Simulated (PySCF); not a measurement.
Compound: C2H7Ga.
Atom-mapped SMILES: `[CH3:1][GaH:2][CH3:3]` (hydrogens: H4, H5, H6 on C1; H7 on Ga2; H8, H9, H10 on C3)

Method: PBE0-D3(BJ)/def2-SVP geometry optimisation, gas phase (PySCF); density fitting, grid level 1; the optimiser is geomeTRIC in internal coordinates, started from a GFN2-xTB structure with every atom displaced at random (about 0.01 Å).

At the end of the run (lengths in Å): Ga2–C3 1.971, C1–Ga2 1.971, C3–H8 1.100, C3–H9 1.101, Ga2–H7 1.580, C1–H4 1.100, C1–H5 1.101, C1–Ga2–C3 120.5°, C1–Ga2–H7 119.7°, Ga2–C1–H4 112.4°, Ga2–C1–H6 108.7°.

Question: These geometries were met on the way; a selection of coordinates is given. Order them by energy above the end point, lowest first.
A. Ga2–C3 2.046, C1–Ga2 2.044, C3–H8 1.061, C3–H9 1.082, Ga2–H7 1.594, C1–H4 1.090, C1–H5 1.107, C1–Ga2–C3 126.0°, C1–Ga2–H7 116.2°, Ga2–C1–H4 114.7°, Ga2–C1–H6 110.5°
B. Ga2–C3 1.999, C1–Ga2 1.998, C3–H8 1.098, C3–H9 1.099, Ga2–H7 1.582, C1–H4 1.100, C1–H5 1.103, C1–Ga2–C3 119.2°, C1–Ga2–H7 120.1°, Ga2–C1–H4 113.5°, Ga2–C1–H6 110.0°
C. Ga2–C3 1.969, C1–Ga2 1.970, C3–H8 1.099, C3–H9 1.101, Ga2–H7 1.578, C1–H4 1.100, C1–H5 1.102, C1–Ga2–C3 120.2°, C1–Ga2–H7 119.9°, Ga2–C1–H4 113.0°, Ga2–C1–H6 109.5°

Answer: C (0.002 eV), B (0.017 eV), A (0.144 eV).

```tsv
step	E above end (eV)	rms distance from the end, all atoms (Å)	largest force (eV/Å)	rms shift of all bonds from the end (Å)
2	0.002	0.016	0.141	0.001
1	0.017	0.028	0.465	0.013
0	0.144	0.099	2.167	0.038
```

Rows stand in the order of the answer.
